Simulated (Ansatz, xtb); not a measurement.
**A geometry optimisation of F2HSi2+ with r2SCAN-D4/def2-SVP**

The starting geometry of this gas-phase singlet has its atoms placed at random.

```xyz
5

F     0.5500   -0.7233   -0.5614
F    -0.8055    1.3868    1.0874
Si    1.6301   -0.7115    0.3812
Si   -1.3354    0.7974   -0.5737
H    -0.2034    1.2902    0.0132
```

Q: One run relaxed it with r2SCAN-D4/def2-SVP. What is a likely outcome?

A: It ends as a structure with H5 bridging Si3 and Si4, given below by its coordinates. Distances that change by over a tenth: F1–Si3 (1.43 → 1.70 Å), F2–Si4 (1.84 → 1.61 Å), Si4–H5 (1.37 → 1.83 Å). Contacts that close: Si3–H5 (2.74 → 1.66 Å).

The energy falls by 5.90 eV over 16 steps:

```csv
step,E − E(last) (eV)
1,5.903
3,2.423
4,1.456
6,0.279
8,0.078
9,0.044
11,0.019
13,0.003
14,0.000
16,0.000
```

Final geometry (Å):

| atom | x (Å) | y (Å) | z (Å) |
| --- | --- | --- | --- |
| F | 0.0857 | -0.8874 | -0.2751 |
| F | -1.2240 | 0.8164 | 1.1988 |
| Si | 1.5033 | -0.0587 | 0.1513 |
| Si | -1.1582 | 0.8901 | -0.4129 |
| H | 0.6289 | 1.2791 | -0.3154 |

From the same start GFN2-xTB reaches the same bonding as this run.

From so rough a start the end depends on the optimiser's path, so another program may land elsewhere. The end wasn't checked by frequencies. Run with Ansatz 0.2.0, 30 s on 1 thread of Intel(R) Xeon(R) Platinum 8259CL CPU @ 2.50GHz (Skylake/Cascade Lake) (shared host).
